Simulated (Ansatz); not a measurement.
**One arrangement of a pair**

The pair of K⁺ (SMILES [K+], atom 1) and OH⁻ (SMILES [OH-], atoms 2–3), both closed shells, in one local arrangement (a lower one may exist), relaxed at PBE0-D4/def2-TZVP:

```csv
atom,x (Å),y (Å),z (Å)
K1,-0.0998,0.0891,-1.7863
O2,0.0233,-0.0208,0.4172
H3,0.0764,-0.0683,1.3691
```

Program: Ansatz 0.2.0. Basis: def2-TZVPPD, with def2-QZVPPD for the basis limit. Cores are frozen in the correlated methods. The outer core shell of Li, Na, Mg and K is correlated. The def2 sets are not built for correlating such inner shells, so the correlated values are less sure here. B3LYP uses VWN-RPA correlation. Extrapolation: Hartree–Fock as exp(−7.88 √X), correlation as X^−2.97. Interaction energies count from these two fragments, frozen as in the pair, with the counterpoise correction; negative means bound.

(1) What is the interaction energy by CCSD(T) at an estimated basis limit (MP2 extrapolated from triple and quadruple zeta, plus CCSD(T) − MP2 in triple zeta)? (An estimate is asked for; the value comes from the calculation.)

(2) Which atoms make the shortest contact between the fragments?

No T1 diagnostic of these runs exceeds 0.030.

Answers

(1) By the calculation: -590.0 kJ/mol. Hartree–Fock alone gives -582.9 kJ/mol at the basis limit. It counts from the two fragments frozen as in the pair.

The same quantity by other methods in triple zeta, and each one's difference from that estimate:
```csv
method,E_int (kJ/mol),difference
PBE-D4,-577.0,12.9
revPBE-D4,-565.2,24.8
BLYP-D4,-570.3,19.7
r2SCAN-D4,-582.3,7.7
B97M-V,-578.2,11.8
PBE0-D4,-585.9,4.1
B3LYP-D4,-581.1,8.8
HSE06-D4,-585.9,4.1
wB97X-V,-582.8,7.1
wB97M-V,-583.1,6.9
B2PLYP,-575.3,14.6
HF,-576.5,13.5
MP2,-569.0,21.0
CCSD,-573.1,16.9
CCSD(T),-570.4,19.6
```
Differences are method less estimate.

(2) K1 and O2, 2.21 Å apart.

Basis-set superposition shift (counterpoise-corrected less uncorrected): CCSD(T) 5.6; MP2 5.1; HF 0.4; PBE0-D4 1.8; wB97M-V 1.3 kJ/mol.

For scale, one of the runs: CCSD(T)/def2-TZVPPD, 93 basis functions, launched by `ansatz run in.yaml --threads 2 --pin off --events-out ev --progress --plain --max-ram 5222MiB`. Hardware: 2 CPU threads of an Arm Neoverse V2, shared host. Wall time about 1.4 s.
